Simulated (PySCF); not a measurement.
F2GeH4OSi, SMILES F[SiH](F)[O][GeH3].

Geometry optimised at PBE0-D3(BJ)/def2-SVP. This is a generated structure with no PubChem entry under its InChIKey; it may be hypothetical. Other conformers were not sampled.

Two levels are set side by side: PBE/def2-TZVP (PySCF) and CAM-B3LYP/def2-TZVP (PySCF). Same geometry, gas phase. Differences are taken from unrounded values.

| quantity | CAM-B3LYP |
|---|---|
| orbital gap (eV) | 11.56 |
| highest occupied level (eV) | -10.76 |
| lowest empty level (eV) | 0.80 |
| dipole moment (D) | 2.13 |
| mean polarisability (bohr³) | 53.0 |

Q: What does PBE give, and how far is it from CAM-B3LYP? (An estimate is asked for; the answer gives what the named calculation found.)

A: 
```csv
quantity,PBE,PBE minus CAM-B3LYP
orbital gap (eV),6.72,-4.84
highest occupied level (eV),-7.82,2.94
lowest empty level (eV),-1.09,-1.89
dipole moment (D),2.02,-0.11
mean polarisability (bohr³),56.3,3.2
```

Without exact exchange PBE keeps part of each electron's self-repulsion, which lifts occupied levels and narrows the gap. Loosely held outer electrons make PBE densities more polarisable. Differences between two approximate levels are no errors against the true value.

Rough cost on one machine, each run with all the roots and properties that it gave: CAM-B3LYP against PBE within a factor of 2.
